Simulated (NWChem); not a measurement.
Species: Si₂N₂H₆O; SMILES [Si@H]1(O[SiH2]N1)N

```xyz
11

N     -0.1079    -2.1776     0.5920
Si    -0.1218    -0.8070    -0.4213
N     -1.1871     0.4812     0.0831
Si     0.1517     1.5961     0.1444
O      1.1568     0.3145    -0.3007
H      0.1848    -3.0829     0.2452
H     -0.0295    -2.1077     1.5998
H     -0.2398    -1.3414    -1.8038
H     -2.1831     0.5403     0.2401
H      0.4764     2.1688     1.4854
H      0.1419     2.7069    -0.8524
```
Atoms are numbered in this order, from 1.

All runs: NWChem. Pople sets run with spherical d functions. All runs use the structure optimised with PBE0/def2-SVP. GIAO values for the isolated, static molecule; σ is the absolute isotropic shielding, δ = σ(reference) − σ with the isolated reference molecule computed at the same levels (1H: tetramethylsilane, 15N: ammonia, 17O: water, 29Si: tetramethylsilane).

For level Hartree-Fock/6-31G*:

| Quantity | Value |
|---|---|
| δ N3 (ppm) | 15.4 |
| δ Si4 (ppm) | -13.7 |
| δ O5 (ppm) | 50.5 |
| δ H7 (ppm) | 0.87 |
| δ H9 (ppm) | 0.18 |
| δ H10 (ppm) | 5.28 |
| δ H11 (ppm) | 5.27 |

Q: Estimate the same quantities for level BHandHLYP/pcSseg-1.

A: 
| Item | Value |
|---|---|
| δ N3 (ppm) | 35.6 |
| δ Si4 (ppm) | -22.5 |
| δ O5 (ppm) | 84.2 |
| δ H7 (ppm) | 1.31 |
| δ H9 (ppm) | 0.66 |
| δ H10 (ppm) | 5.09 |
| δ H11 (ppm) | 5.06 |
